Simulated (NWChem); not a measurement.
C$_{3}$ClF$_{3}$; SMILES FC(F)=C=C(F)Cl

```xyz
7

F      0.1556     2.3890    -1.0832
C      0.0283     1.6382     0.0000
F      0.1556     2.3890     1.0832
C     -0.1905     0.3556     0.0000
C     -0.3891    -0.9278     0.0000
F     -1.5944    -1.4994     0.0000
Cl     0.8693    -2.1322     0.0000
```
Atoms are numbered in this order, from 1.

Computed with NWChem. Geometry: optimised at B3LYP/6-31G* (spherical d). Level: PBE/def2-SVP with SMD (1 M gas to 1 M solution), gas-phase geometry.

Q: Order these by “solvation free energy (kcal/mol)”, lowest first: ethyl acetate; water; 1-octanol.

A: ethyl acetate (-0.1), 1-octanol (0.6), water (4.1)
